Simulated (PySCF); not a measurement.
C₆ coefficients of unlike pairs at UHF

Calculated with PySCF 2.14 from the dipole response of each species, C₆(A,B) = (3/π) ∫ α_A(iu) α_B(iu) du, in atomic units, from isotropic polarisabilities. For ions this is the dispersion term alone; charge-induced terms of lower order in 1/R come first.

```
species       configuration                                                                            basis     relativity  α (bohr³)  C₆ (like pair)
 Ne(2+)   [He] 2s2 2p4 (3P)                                                          dyall-acv3z (15s9p4d2f)  spin-free X2C     0.8274           1.030
 Ga(2+)  [Ar] 3d10 4s1 (2S)                                                        aug-cc-pVTZ-DK (7s6p4d2f)  spin-free X2C      12.19           36.19
    Ni+       [Ar] 3d9 (2D)                                                      aug-cc-pVTZ-DK (8s7p5d3f2g)  spin-free X2C      5.652           18.09
 Pt(3+)  [Xe] 4f14 5d7 (4F)  x2c-TZVPPall with one added diffuse shell each of s, p, d, f type (12s8p8d4f1g)  spin-free X2C      5.931           33.56
```

(1) Estimate C₆ for Pt(3+) with Ni+.

No spin-orbit coupling is included.

The other pairs:

| pair | C₆ |
| --- | --- |
| Ga(2+), Ne(2+) | 4.517 |
| Pt(3+), Ne(2+) | 5.761 |
| Ni+, Ne(2+) | 4.109 |
| Ni+, Ga(2+) | 23.20 |
| Pt(3+), Ga(2+) | 29.15 |

## Answers

(1) The integral gives 24.36. The combination rule 2 C_A C_B / (C_A α_B/α_A + C_B α_A/α_B) gives 23.82 and the geometric mean 24.64.
